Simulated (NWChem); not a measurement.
System: CH5GaO; SMILES C[O][GaH2]

Input file for NWChem:

```
start job
memory heap 200 mb stack 900 mb global 1100 mb
geometry units angstroms noautosym nocenter noautoz
  Ga    -0.111282    -0.685859    -0.025135
  H     -1.206357    -1.801490     0.063924
  H      1.452035    -0.795358    -0.194359
  O     -0.774623     0.984092     0.086800
  C      0.046560     2.135426     0.027965
  H      1.114785     1.897319    -0.092571
  H     -0.259954     2.766786    -0.816868
  H     -0.070755     2.722156     0.948998
end
basis spherical
  * library def2-tzvp
end
dft
  xc hfexch
  iterations 150
end
property
  efieldgrad
end
task dft property
```

Structure relaxed at the B3LYP/6-31G* (spherical d) level.

Vzz is the largest principal value of the second derivative of the potential at the nucleus (NWChem prints the opposite sign); η is the asymmetry. Non-relativistic.

Atoms are numbered as in the input.

Problem. What results follow from this input? (Hartree-Fock/def2-TZVP.) Quantities: Vzz Ga1 (a.u.); η Ga1; Vzz O4 (a.u.); η O4.

Solution. 
```
Quantity        Value
--------------  -----
Vzz Ga1 (a.u.)  3.477
η Ga1            0.38
Vzz O4 (a.u.)   1.655
η O4             0.19
```
